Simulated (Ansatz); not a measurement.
Si₂Au₂. Charge 0, multiplicity 3. Geometry r2SCAN-D4/def2-SVP; atoms count from 1.

```xyz
4

Au    0.042    0.149   -2.008
Au    0.067    0.751    1.868
Si    1.083   -0.585    0.083
Si   -1.192   -0.314    0.057
```

In the def2 sets Au takes a core potential; there is no spin–orbit coupling. At PBE0-D4/def2-TZVP a singlet of charge 0 lies 1.03 eV below the triplet, each at its own geometry. The structure comes from a short search, and lower isomers may exist.

Estimate the Mulliken populations from the PBE0/def2-TZVP orbitals of Ansatz.


```json
{"atom": "Au1", "charge (e)": "0.18", "spin (α − β)": "0.44", "d electrons": "9.52"}
{"atom": "Au2", "charge (e)": "0.18", "spin (α − β)": "0.44", "d electrons": "9.52"}
{"atom": "Si3", "charge (e)": "-0.18", "spin (α − β)": "0.56", "d electrons": "–"}
{"atom": "Si4", "charge (e)": "-0.18", "spin (α − β)": "0.56", "d electrons": "–"}
```
Mulliken values depend strongly on the basis.

Where does the spin sit?

Summed by element: Au 0.88, Si 1.12, of 2 unpaired in all. Largest on single atoms: Si3 0.56, Si4 0.56, Au1 0.44.

And the Mayer bond orders between heavy atoms (over 0.3)?

Au1–Si3 0.71 (2.45 Å); Au1–Si4 0.71 (2.45 Å); Au2–Si3 0.71 (2.45 Å); Au2–Si4 0.71 (2.45 Å); Si3–Si4 1.47 (2.29 Å).
